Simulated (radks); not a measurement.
The numbers below are computed, except where a source is named.
Task: Radial electron density D(r) = 4 pi r^2 rho(r) of an atom or ion with 1 electrons. Code: a radial shooting solver on a logarithmic mesh with Libxc functionals. Model: non-relativistic Kohn-Sham, BLYP, spin-polarised, spherical densities, point nucleus.

| r (bohr) | D(r) (e/bohr) |
|---|---|
| 0.02916 | 0.02479 |
| 0.03133 | 0.02838 |
| 0.03394 | 0.03295 |
| 0.03648 | 0.03766 |
| 0.03951 | 0.04365 |
| 0.04246 | 0.04981 |
| 0.046 | 0.05761 |
| 0.04943 | 0.06560 |
| 0.05355 | 0.07570 |
| 0.05755 | 0.08600 |
| 0.06234 | 0.09897 |
| 0.067 | 0.1121 |
| 0.07258 | 0.1286 |
| 0.07799 | 0.1453 |
| 0.08449 | 0.1660 |
| 0.0908 | 0.1868 |
| 0.09836 | 0.2126 |
| 0.1057 | 0.2382 |
| 0.1145 | 0.2696 |
| 0.1231 | 0.3007 |
| 0.1333 | 0.3383 |
| 0.1433 | 0.3751 |
| 0.1552 | 0.4192 |
| 0.1668 | 0.4617 |
| 0.1807 | 0.5118 |
| 0.1942 | 0.5593 |
| 0.2103 | 0.6143 |
| 0.226 | 0.6653 |
| 0.2448 | 0.7229 |
| 0.2631 | 0.7747 |
| 0.285 | 0.8313 |
| 0.3063 | 0.8802 |
| 0.3318 | 0.9309 |
| 0.3566 | 0.9720 |
| 0.3863 | 1.011 |
| 0.4151 | 1.038 |
| 0.4497 | 1.059 |
| 0.4833 | 1.068 |
| 0.5236 | 1.065 |
| 0.5626 | 1.051 |
| 0.6095 | 1.022 |
| 0.655 | 0.9829 |
| 0.7096 | 0.9273 |
| 0.7625 | 0.8668 |
| 0.826 | 0.7900 |
| 0.8877 | 0.7143 |
| 0.9616 | 0.6256 |
| 1.033 | 0.5442 |
| 1.119 | 0.4552 |
| 1.203 | 0.3788 |
| 1.303 | 0.3005 |
| 1.401 | 0.2376 |
| 1.517 | 0.1773 |
| 1.63 | 0.1322 |
| 1.766 | 0.09193 |
| 1.898 | 0.06402 |
| 2.056 | 0.04106 |
| 2.21 | 0.02643 |
| 2.394 | 0.01543 |
| 2.572 | 0.009074 |
| 2.787 | 0.004753 |
| 2.995 | 0.002515 |

What is the nuclear charge?

Result: Z = 2. The innermost maximum, from 1s, lies near 1/Z = 0.5 bohr (found: 0.495), and its height grows with Z. The density is that of the helium ion He+ in 1s1; the configuration itself is not fixed sharply by these data. D(r) has 1 maximum, at r = 0.495 bohr.
